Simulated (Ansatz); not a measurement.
Ideal-gas functions of F3H3SSi2, SMILES `F[SiH2]S[SiH](F)F` at 500 K and 1 bar, from an Ansatz frequency run at PBE0-D4/def2-TZVP.

Molar mass 148.26 g/mol, point group C1 (symmetry number 1), electronic degeneracy 1, moments of inertia 172.716, 420.52, 472.016 u Å². Harmonic wavenumbers (cm⁻¹, unscaled): 32, 49, 103, 198, 248, 285, 357, 498, 536, 616, 746, 815, 829, 868, 882, 928, 951, 960, 2269, 2284, 2314.

Use S(trans) = R[1.5 ln M + 2.5 ln T − 1.1517]; rotational temperatures θ = 24.2544 K / I; S(rot) = R[ln(√π/σ · √(T³/θAθBθC)) + 1.5]; for each mode x = 1.438777 ν̃/T, S = R[x/(eˣ − 1) − ln(1 − e⁻ˣ)] and H = RT x/(eˣ − 1); 1 cm⁻¹ = 0.0119627 kJ/mol; R = 8.31446 J/(mol·K).

By hand: the entropy, in J/(mol·K).

Translation 181.9. Rotation: θ = 0.1404, 0.0577, 0.0514 K, giving 127.1. Vibration, mode by mode: 28.15, 24.61, 18.46, 13.10, 11.29, 10.19, 8.45, 6.00, 5.49, 4.56, 3.40, 2.90, 2.81, 2.58, 2.50, 2.25, 2.13, 2.09, 0.09, 0.09, 0.08, in all 151.2. Electronic 0.0. Sum 460.2 J/(mol·K).

By hand: H − E and G − E in kJ/mol, counted from the electronic energy.

Zero-point energy ½ × 16768 × 0.0119627 = 100.3; thermal vibration 35.1; translation, rotation and pV give 4 RT = 16.6. H − E = 152.0 kJ/mol, and G − E = 152.0 − 500 × 460.2/1000 = -78.1 kJ/mol.

Vibration gives 33 % of the entropy, 71.2 J/(mol·K) of it from the modes under 150 cm⁻¹: soft modes count most, and the harmonic formula is weakest for them. The sum counts one conformer and one mirror image; others add a mixing term.
